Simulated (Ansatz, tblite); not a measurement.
Forces on the cluster Ag₇Se⁺ at its PBE0-D4/def2-SVP geometry. Total charge 1; singlet.

In the def2 sets Ag takes a core potential; there is no spin–orbit coupling. The xTB rows come from tblite. No other spin state of charge 1 was run. Another isomer (singlet) lies 0.18 eV lower at PBE0-D4/def2-TZVP; other spin states weren't run for this one.

GFN1-xTB (tblite), largest force 0.35 eV/Å:

```xyz
8
positions Å, forces eV/Å
Ag   -2.449    0.771    0.685    0.216    0.031   -0.107
Ag    0.274    1.115   -0.550   -0.142    0.315    0.027
Ag    1.602   -1.252   -0.777    0.108   -0.192    0.277
Ag   -1.428   -0.896   -1.334   -0.184   -0.158    0.213
Ag   -0.461   -1.051    1.423    0.104   -0.077   -0.194
Ag    0.534   -0.345   -3.147    0.056    0.130   -0.038
Ag   -0.003    1.617    2.210    0.130   -0.088   -0.041
Se    1.931    0.040    1.491   -0.289    0.040   -0.136
```

GFN2-xTB (tblite), largest force 0.66 eV/Å:

```
Ag -0.408 0.168 -0.119
Ag -0.189 0.298 -0.077
Ag 0.349 -0.388 -0.086
Ag -0.559 -0.186 0.028
Ag 0.269 -0.238 0.149
Ag 0.256 0.077 -0.605
Ag 0.263 0.202 0.303
Se 0.021 0.066 0.408
```

PBE-D4/def2-TZVP (Ansatz), largest force 0.18 eV/Å:

```
Ag 0.158 -0.041 -0.038
Ag -0.059 -0.018 0.039
Ag -0.127 0.060 0.029
Ag 0.033 0.036 0.080
Ag 0.030 0.075 -0.119
Ag -0.018 0.000 0.114
Ag -0.055 -0.094 -0.145
Se 0.038 -0.018 0.041
```
